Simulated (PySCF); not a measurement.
Geometries of 2 isomers of C6H2F4, from PBE0-D3(BJ)/def2-SVP geometry optimisation, gas phase (PySCF). One conformer each, no zero-point energy, no frequencies.

Question: Which is lower in electronic energy at this level?
A.
```xyz
12
angstrom
F     -1.886    1.911    0.370
C     -0.969    0.973    0.186
C     -1.323   -0.257   -0.353
C     -0.350   -1.230   -0.540
F     -0.673   -2.409   -1.053
C      0.975   -0.974   -0.190
F      1.891   -1.913   -0.375
C      1.330    0.256    0.349
C      0.357    1.229    0.536
F      0.680    2.408    1.048
H     -2.360   -0.458   -0.628
H      2.366    0.457    0.623
```
B.
```xyz
12
angstrom
F      1.229    2.418    0.065
C      0.595    1.254    0.026
C     -0.784    1.194   -0.109
C     -1.423   -0.045   -0.146
C     -0.677   -1.210   -0.047
F     -1.261   -2.400   -0.079
C      0.711   -1.154    0.089
F      1.424   -2.261    0.184
C      1.349    0.084    0.125
F      2.662    0.143    0.252
H     -1.346    2.126   -0.185
H     -2.505   -0.123   -0.252
```

Answer: A. That is 1,2,4,5-tetrafluorobenzene, `Fc1c(cc(F)c(c1)F)F`, 3.3 kcal/mol below the other.

| SMILES | atoms numbered as above | E (Eh) | relative (kcal/mol) | relative (kJ/mol) | dipole (D) |
| --- | --- | --- | --- | --- | --- |
| Fc1cc(F)c(F)cc1F | [F:1][c:2]1[cH:3][c:4]([F:5])[c:6]([F:7])[cH:8][c:9]1[F:10] | -628.07682 | 0.0 | 0.0 | 0.00 |
| Fc1ccc(F)c(F)c1F | [F:1][c:2]1[cH:3][cH:4][c:5]([F:6])[c:7]([F:8])[c:9]1[F:10] | -628.07156 | 3.3 | 13.8 | 2.22 |
